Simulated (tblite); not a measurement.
Species: C8H3ClF (doublet state).
Z-matrix (Å and degrees, GFN2-xTB geometry), rows numbered from 1:
```
C 
C   1  1.2203
C   2  1.3996  1  159.56
F   3  1.3416  2  116.72  1   -83.56
C   3  1.3630  2  123.54  1    96.34
C   5  1.3843  3  122.96  2   175.46
C   6  1.2158  5  176.70  3    -2.99
C   7  1.3971  6  176.45  3  -177.31
C   8  1.3360  7  123.92  3     6.71
Cl  8  1.7430  7  114.80  9  -179.56
H   5  1.0802  3  118.51  2    -1.31
H   9  1.0746  8  121.74  7  -179.18
H   9  1.0758  8  120.13  7     0.71
```

The geometry is computed with GFN2-xTB (gas phase). This method treats the open shell by occupation alone, without spin polarisation.

Take the most abundant isotopes and a rigid rotor. The values belong to one conformer with, in the numbering `[C:1]#[C:2]/[C:3]([F:4])=[CH:5]/[C:6]#[C:7][C:8](=[CH2:9])[Cl:10]`, C1–C2–C3–F4 -84°.

(1) Give the principal moments of inertia and the rotational constants in MHz.

(2) Classify the top.

(3) What does the inertial defect say?

(4) Give the other two planar moments, Paa and Pbb, and the rms extents of the mass along the axes.

Answers

(1) Ia = 130.34, Ib = 1291.01, Ic = 1419.51 u·Å²; 505379 MHz·u·Å²/I gives A = 3877, B = 391.5, C = 356.0 MHz.

(2) A near-prolate asymmetric top: κ = (2 × 391.5 − 3877 − 356.0)/(3877 − 356.0) = -0.98.

(3) Not planar: Δ = Ic − Ia − Ib = -1.84 u·Å². For a rigid frame Δ = −2 Σ m c², so Σ m c² = 0.92 u·Å² lies off the ab plane: 0.01 from hydrogen and 0.91 from heavier atoms. The atom farthest from that plane is 0.18 Å away.

(4) Paa = Σ m a² = (Ib + Ic − Ia)/2 = 1290.09 and Pbb = Σ m b² = (Ia + Ic − Ib)/2 = 129.42 u·Å². With the mass M = 152.99 u, the rms extents √(P/M) along a, b and c are 2.90, 0.92, 0.08 Å.

For this open shell read J as N, the rotation without spin; fine and hyperfine splittings come on top. Its GFN2-xTB frequencies are all real (lowest 35 cm⁻¹). No vibrational averaging or centrifugal distortion is included, and the geometry carries the error of its method.

The run took 0.62 s of wall time on an Arm Neoverse V2 with one thread (shared host). These figures are those of the optimisation.
